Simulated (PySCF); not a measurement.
`C1=C[SiH2]C([SiH3])=C1`, C$_{4}$H$_{8}$Si$_{2}$

Molfile (atoms numbered from 1):
```
C4H8Si2
     RDKit          3D

 14 14  0  0  0  0  0  0  0  0999 V2000
    2.3177   -0.1236    0.1597 Si  0  0  0  0  0  4  0  0  0  0  0  0
    0.4644   -0.0603    0.0473 C   0  0  0  0  0  0  0  0  0  0  0  0
   -0.3627   -0.9769    0.6136 C   0  0  0  0  0  0  0  0  0  0  0  0
   -1.8220   -0.8055    0.4462 C   0  0  0  0  0  0  0  0  0  0  0  0
   -2.2307    0.2649   -0.2677 C   0  0  0  0  0  0  0  0  0  0  0  0
   -0.6790    1.1710   -0.7990 Si  0  0  0  0  0  4  0  0  0  0  0  0
    2.8564    1.1086    0.8166 H   0  0  0  0  0  0  0  0  0  0  0  0
    2.9339   -0.2058   -1.2017 H   0  0  0  0  0  0  0  0  0  0  0  0
    2.7359   -1.3200    0.9549 H   0  0  0  0  0  0  0  0  0  0  0  0
    0.0058   -1.8367    1.1884 H   0  0  0  0  0  0  0  0  0  0  0  0
   -2.5075   -1.5334    0.8949 H   0  0  0  0  0  0  0  0  0  0  0  0
   -3.2855    0.4811   -0.4489 H   0  0  0  0  0  0  0  0  0  0  0  0
   -0.4914    1.2354   -2.2809 H   0  0  0  0  0  0  0  0  0  0  0  0
   -0.5692    2.5579   -0.2514 H   0  0  0  0  0  0  0  0  0  0  0  0
  1  2  1  0
  2  3  2  0
  3  4  1  0
  4  5  2  0
  5  6  1  0
  6  2  1  0
  1  7  1  0
  1  8  1  0
  1  9  1  0
  3 10  1  0
  4 11  1  0
  5 12  1  0
  6 13  1  0
  6 14  1  0
M  END
```

The calculation used PySCF 2.14.0, quadratic response CAM-B3LYP/def2-TZVPD first hyperpolarisability, Taylor convention, gas phase. Geometry: PBE0-D3(BJ)/def2-SVP.

**Question.** Give the tensor of the second harmonic β(−2ω;ω,ω) at 1064 nm in the axes of these coordinates.

**Answer.** In au, Taylor convention; rows are the first index (the induced dipole):
```csv
,xx,yy,zz,xy,xz,yz
x,-169.7,+4.6,-6.2,+21.0,-19.4,-7.0
y,+25.1,-17.4,+0.8,+4.0,-6.1,-31.3
z,-22.1,-31.1,+41.2,-6.2,-6.3,+1.1
```
Norm of βᵢ = ⅓ Σⱼ (βᵢⱼⱼ + βⱼᵢⱼ + βⱼⱼᵢ): 172.2 au, hyper-Rayleigh value 76.0 au.
